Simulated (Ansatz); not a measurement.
## Molecular dynamics of CH7BFN

The input (input.yaml):

```yaml
crystal:
  periodic: [false, false, false]
  atoms:
    - { symbol: B, position_ang: [-0.077063, -0.28035, 0.091896] }
    - { symbol: C, position_ang: [-0.103067, -0.010477, 1.851336] }
    - { symbol: H, position_ang: [-1.103521, -0.060463, 2.309947] }
    - { symbol: H, position_ang: [0.655404, -0.368377, 2.573503] }
    - { symbol: H, position_ang: [0.147278, 1.048128, 1.682733] }
    - { symbol: H, position_ang: [0.965961, 0.06751, -0.394272] }
    - { symbol: "N", position_ang: [-1.313455, 0.146763, -0.490286] }
    - { symbol: H, position_ang: [-2.198271, -0.225868, -0.146846] }
    - { symbol: H, position_ang: [-1.338022, 0.278985, -1.499747] }
    - { symbol: F, position_ang: [0.070159, -1.988015, 0.301742] }
    - { symbol: H, position_ang: [0.0237, -1.225239, 1.220094] }
basis:
  gaussian: { orbitals: "6-31G*" }
hamiltonian:
  xc: pbe
md:
  timestep: 0.5
  n_steps: 200
  ensemble: nve
  temperature: 100.0
  initial_velocities: maxwell_boltzmann
  seed: 9702
```

Run as:

```bash
$ ansatz run input.yaml --threads 1 --pin off --max-ram 2048MiB --backend cpu --events-out ev --progress --plain --runs-dir out
```

It starts at the highest image of a converged band. Of that band: Neighbouring images differ by up to 2.2 eV, so the band resolves the path poorly. A vibrational analysis at the climbing image gives one clearly imaginary mode, 939i cm⁻¹: a first-order saddle point.

Output, in part (one step line in 7, the closing report, with atoms numbered from 0):

```
md step     0: t =     0.00 fs  T =   100.0 K  F+E_penalty+E_count = -6026.67900848 eV  E_kin = 0.116334 eV  conserved = -6026.56267448 eV  (27 SCF iters)
md step     7: t =     3.50 fs  T =    63.9 K  F+E_penalty+E_count = -6026.63662621 eV  E_kin = 0.074307 eV  conserved = -6026.56231923 eV  (31 SCF iters)
md step    14: t =     7.00 fs  T =    54.1 K  F+E_penalty+E_count = -6026.62518146 eV  E_kin = 0.062954 eV  conserved = -6026.56222700 eV  (31 SCF iters)
md step    21: t =    10.50 fs  T =   132.7 K  F+E_penalty+E_count = -6026.71686758 eV  E_kin = 0.154369 eV  conserved = -6026.56249854 eV  (30 SCF iters)
md step    28: t =    14.00 fs  T =   233.7 K  F+E_penalty+E_count = -6026.83413032 eV  E_kin = 0.271827 eV  conserved = -6026.56230381 eV  (30 SCF iters)
md step    35: t =    17.50 fs  T =   362.6 K  F+E_penalty+E_count = -6026.98444201 eV  E_kin = 0.421786 eV  conserved = -6026.56265568 eV  (30 SCF iters)
md step    42: t =    21.00 fs  T =   466.4 K  F+E_penalty+E_count = -6027.10521664 eV  E_kin = 0.542526 eV  conserved = -6026.56269030 eV  (30 SCF iters)
md step    49: t =    24.50 fs  T =   539.3 K  F+E_penalty+E_count = -6027.18974259 eV  E_kin = 0.627429 eV  conserved = -6026.56231311 eV  (29 SCF iters)
md step    56: t =    28.00 fs  T =   592.2 K  F+E_penalty+E_count = -6027.25132638 eV  E_kin = 0.688951 eV  conserved = -6026.56237569 eV  (30 SCF iters)
md step    63: t =    31.50 fs  T =   646.8 K  F+E_penalty+E_count = -6027.31519819 eV  E_kin = 0.752462 eV  conserved = -6026.56273611 eV  (30 SCF iters)
md step    70: t =    35.00 fs  T =   642.3 K  F+E_penalty+E_count = -6027.31007457 eV  E_kin = 0.747246 eV  conserved = -6026.56282900 eV  (30 SCF iters)
md step    77: t =    38.50 fs  T =   596.4 K  F+E_penalty+E_count = -6027.25647355 eV  E_kin = 0.693785 eV  conserved = -6026.56268834 eV  (31 SCF iters)
md step    84: t =    42.00 fs  T =   561.1 K  F+E_penalty+E_count = -6027.21496259 eV  E_kin = 0.652733 eV  conserved = -6026.56222959 eV  (29 SCF iters)
md step    91: t =    45.50 fs  T =   571.2 K  F+E_penalty+E_count = -6027.22676618 eV  E_kin = 0.664489 eV  conserved = -6026.56227748 eV  (30 SCF iters)
md step    98: t =    49.00 fs  T =   588.9 K  F+E_penalty+E_count = -6027.24771123 eV  E_kin = 0.685144 eV  conserved = -6026.56256763 eV  (28 SCF iters)
md step   105: t =    52.50 fs  T =   612.9 K  F+E_penalty+E_count = -6027.27566944 eV  E_kin = 0.712972 eV  conserved = -6026.56269717 eV  (29 SCF iters)
md step   112: t =    56.00 fs  T =   663.5 K  F+E_penalty+E_count = -6027.33467903 eV  E_kin = 0.771872 eV  conserved = -6026.56280682 eV  (27 SCF iters)
md step   119: t =    59.50 fs  T =   683.3 K  F+E_penalty+E_count = -6027.35751274 eV  E_kin = 0.794968 eV  conserved = -6026.56254509 eV  (29 SCF iters)
md step   126: t =    63.00 fs  T =   666.5 K  F+E_penalty+E_count = -6027.33754729 eV  E_kin = 0.775350 eV  conserved = -6026.56219685 eV  (29 SCF iters)
md step   133: t =    66.50 fs  T =   662.4 K  F+E_penalty+E_count = -6027.33305234 eV  E_kin = 0.770560 eV  conserved = -6026.56249228 eV  (29 SCF iters)
md step   140: t =    70.00 fs  T =   636.7 K  F+E_penalty+E_count = -6027.30336678 eV  E_kin = 0.740650 eV  conserved = -6026.56271663 eV  (29 SCF iters)
md step   147: t =    73.50 fs  T =   577.9 K  F+E_penalty+E_count = -6027.23504761 eV  E_kin = 0.672288 eV  conserved = -6026.56275988 eV  (30 SCF iters)
md step   154: t =    77.00 fs  T =   530.9 K  F+E_penalty+E_count = -6027.18016640 eV  E_kin = 0.617601 eV  conserved = -6026.56256526 eV  (29 SCF iters)
md step   161: t =    80.50 fs  T =   531.9 K  F+E_penalty+E_count = -6027.18101685 eV  E_kin = 0.618777 eV  conserved = -6026.56223964 eV  (30 SCF iters)
md step   168: t =    84.00 fs  T =   558.9 K  F+E_penalty+E_count = -6027.21245313 eV  E_kin = 0.650194 eV  conserved = -6026.56225961 eV  (30 SCF iters)
md step   175: t =    87.50 fs  T =   593.4 K  F+E_penalty+E_count = -6027.25285550 eV  E_kin = 0.690351 eV  conserved = -6026.56250425 eV  (29 SCF iters)
md step   182: t =    91.00 fs  T =   640.5 K  F+E_penalty+E_count = -6027.30810484 eV  E_kin = 0.745177 eV  conserved = -6026.56292791 eV  (29 SCF iters)
md step   189: t =    94.50 fs  T =   642.5 K  F+E_penalty+E_count = -6027.31033648 eV  E_kin = 0.747498 eV  conserved = -6026.56283897 eV  (26 SCF iters)
md step   196: t =    98.00 fs  T =   603.3 K  F+E_penalty+E_count = -6027.26422182 eV  E_kin = 0.701900 eV  conserved = -6026.56232184 eV  (28 SCF iters)
md step   200: t =   100.00 fs  T =   600.8 K  F+E_penalty+E_count = -6027.26182941 eV  E_kin = 0.698982 eV  conserved = -6026.56284732 eV  (26 SCF iters)
Total energy: -6027.26185769 eV, -221.4977878453 hartree
Atom 0 at    -0.349774     1.067940     0.272437 Å, force    -0.441730    -0.214807    -0.444297 eV/Å
Atom 1 at    -0.134882     0.621081     1.764799 Å, force     0.495937    -0.561579     0.660511 eV/Å
Atom 2 at    -0.919613    -0.053518     2.142844 Å, force    -0.318607     0.034143     0.016895 eV/Å
Atom 3 at     0.780310    -0.032217     1.836779 Å, force    -0.239869     0.421447    -0.262572 eV/Å
Atom 4 at     0.029292     1.400495     2.539351 Å, force    -0.089169     0.052835    -0.365032 eV/Å
Atom 5 at     0.291777     1.926575    -0.277239 Å, force     0.292192     0.017239    -0.008589 eV/Å
Atom 6 at    -1.314912     0.431051    -0.551883 Å, force     0.191102     0.342500     0.182444 eV/Å
Atom 7 at    -2.060612    -0.165452    -0.195251 Å, force     0.190658    -0.236822     0.002685 eV/Å
Atom 8 at    -1.382736     0.595253    -1.557880 Å, force    -0.073440     0.126558     0.211556 eV/Å
Atom 9 at     0.250901    -3.360846     0.329227 Å, force    -0.057415     0.456523    -0.183798 eV/Å
Atom 10 at     0.331507    -4.217063     0.689712 Å, force     0.050341    -0.438038     0.190198 eV/Å
Dipole moment:    -0.228832    -0.566741    -0.005009 e Å
```

The run went to its last step. The conserved energy stayed within 0.057 meV per atom of its start (net change -0.016 meV per atom), so the integration is sound. The kinetic energy rose, since the run started high on the potential surface and went downhill. It ends in pieces (CH6BN + FH), so much of that is their flight and rotation, not heat. A run of 0.1 ps of so small a system gives no equilibrium averages. The orbitals stay closed-shell, which can raise the energy where a bond breaks towards radicals; this wasn't checked here.

Between its relaxed ends the band would form B1–F10, C2–H11 and break B1–C2, F10–H11. These pairs go: B1–F10 1.73 → 4.47 Å, C2–H11 1.37 → 4.98 Å, B1–C2 1.78 → 1.57 Å, F10–H11 1.19 → 0.93 Å. In the last frame they stand as before the step (other bonds may differ from the relaxed reactants and products). It ends as CH6BN + FH. Pairs count as bonded within 1.25 times the sum of covalent radii (0.12 Å more for H–H).

Last frame:

```xyz
11
Properties=species:S:1:pos:R:3
B -0.350 1.068 0.272
C -0.135 0.621 1.765
H -0.920 -0.053 2.143
H 0.780 -0.032 1.837
H 0.029 1.401 2.539
H 0.292 1.927 -0.277
N -1.315 0.431 -0.552
H -2.061 -0.166 -0.195
H -1.383 0.595 -1.558
F 0.251 -3.361 0.329
H 0.332 -4.217 0.690
```

Run time: 7.6 min on 1 thread of Arm Neoverse V1, on a shared host, peak memory 0.11 GiB.
